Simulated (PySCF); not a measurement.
HIOSe. Atoms are numbered in the order given.

```xyz
4

Se    -0.0402    -0.9771     0.9492
I      0.1308     1.0124    -0.5769
O     -0.5123    -2.2750    -0.1772
H     -1.4702    -2.2347    -0.2790
```

The structure is a stationary point at PBE0-D3(BJ)/def2-TZVP. The def2 effective core potentials stand for the cores of I; spin–orbit coupling is left out. The values are those of a single conformer.

Method: PySCF with ωB97X/def2-TZVPD.

Mulliken values depend strongly on the basis, most of all with diffuse functions as here. ESP charges are fitted to the potential on shells at 1.4 to 2.0 van der Waals radii. Atomic charges (e):

| atom | ESP fit | Mulliken |
|---|---|---|
| Se1 | 0.10 | 0.19 |
| I2 | -0.05 | -0.05 |
| O3 | -0.41 | -0.49 |
| H4 | 0.36 | 0.35 |
